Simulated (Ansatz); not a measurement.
System: C$_{3}$H$_{9}$BN, charge 0, multiplicity 2. It need not be the lowest isomer of its formula. 
Geometry from a B3LYP-D3(BJ)/def2-TZVP (Ansatz, a quantum-chemistry and plane-wave program) optimisation:
```xyz
14

C      2.1765    -0.3520     0.1066
N      0.7848    -0.4099    -0.0011
B     -0.4968     0.0175    -0.0331
C     -1.7116    -0.9846    -0.2601
C     -0.7916     1.5809     0.1643
H      2.5563    -0.9297     0.9563
H      2.6825    -0.6833    -0.8067
H      2.4751     0.6959     0.2744
H     -2.2803    -0.6881    -1.1465
H     -1.4035    -2.0229    -0.3832
H     -2.4043    -0.9301     0.5850
H     -1.3259     1.9643    -0.7098
H     -1.4502     1.7217     1.0262
H      0.1013     2.1887     0.3131
```
Charge 0, spin multiplicity 2.

Atomisation energy built up term by term with Ansatz (kcal/mol; UHF references for open shells; valence terms freeze the core; atomic spin-orbit terms are left out). CBS(X,Y): correlation extrapolated as X^-3; Hartree-Fock from the larger set.

| term | basis | kcal/mol |
|---|---|---|
| Hartree-Fock | cc-pVQZ | (withheld) |
| CCSD correlation | CBS(cc-pVTZ,cc-pVQZ) | (withheld) |
| (T) | CBS(cc-pVTZ,cc-pVQZ) | 17.09 |
| core correlation | cc-pwCVTZ | 5.50 |
| scalar relativity (X2C) | cc-pVTZ-DK against cc-pVTZ | -0.87 |
| sum: De |  | (withheld) |

### Question
Some entries are withheld; supply them.

### Answer

- Hartree-Fock, kcal/mol: 967.89
- CCSD correlation, kcal/mol: 292.13
- sum: De, kcal/mol: 1281.7
